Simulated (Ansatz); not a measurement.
Breaking the C2–H3 bond in CH6BeGe (SMILES [CH3][Be][GeH3]) (multiplicity 1 held, fragments rigid). Energies count from the point at 1.095 Å.
Geometry at that point (charge 0, multiplicity 1):
| atom | x (Å) | y (Å) | z (Å) |
|---|---|---|---|
| Be | -0.1838 | 1.0492 | -0.7546 |
| C | -0.4193 | 2.3926 | -1.7208 |
| H | -1.2268 | 3.0309 | -1.3459 |
| H | -0.6826 | 2.1178 | -2.7481 |
| H | 0.4784 | 3.0178 | -1.7796 |
| Ge | 0.1264 | -0.7213 | 0.5188 |
| H | 0.9812 | -1.8178 | -0.1578 |
| H | 0.8479 | -0.3987 | 1.8478 |
| H | -1.1919 | -1.4196 | 0.9253 |

Signs of static correlation in cc-pVDZ, with CASSCF(2,2), from Ansatz (an electronic-structure program) runs.

| R (Å) | T1 of restricted CCSD | ⟨S²⟩ of UHF | largest double amplitude of restricted CCSD | weight of the CASSCF reference in MRCISD | CASSCF natural occupations |
|---|---|---|---|---|---|
| 0.876 | 0.011 | 0.000 | 0.029 | 0.885 | 1.99 0.01 |
| 0.986 | 0.011 | 0.000 | 0.029 | 0.885 | 1.99 0.01 |
| 1.095 | 0.011 | 0.000 | 0.030 | 0.885 | 1.98 0.02 |
| 1.205 | 0.011 | 0.000 | 0.030 | 0.884 | 1.98 0.02 |
| 1.315 | 0.011 | 0.000 | 0.031 | 0.884 | 1.97 0.03 |
| 1.479 | 0.012 | 0.000 | 0.030 | 0.884 | 1.94 0.06 |
| 1.643 | 0.014 | 0.000 | 0.060 | 0.884 | 1.91 0.09 |
| 1.917 | 0.019 | 0.546 | 0.094 | 0.884 | 1.83 0.17 |
| 2.191 | … | 0.799 | 0.246 | 0.884 | 1.71 0.29 |
| 2.520 | … | 0.927 | 0.397 | 0.884 | 1.54 0.46 |
| 2.958 | 0.055 | 0.986 | 0.581 | 0.884 | 1.32 0.68 |
| 3.506 | 0.069 | 1.005 | 0.756 | 0.885 | 1.15 0.85 |

### Question
Complete the blanks.

### Answer

- 2.191, T1 of restricted CCSD: 0.027
- 2.520, T1 of restricted CCSD: 0.039

Doubts at one or more of the structures used: a restricted determinant that unrestricted orbitals would lower (R-CCSD(T)/cc-pVDZ); other coupled-cluster roots lie near (R-CCSD(T)/cc-pVDZ); T1 above 0.05 (R-CCSD(T)/cc-pVDZ, U-CCSD(T)/cc-pVDZ); a spin-contaminated determinant (U-CCSD(T)/cc-pVDZ).
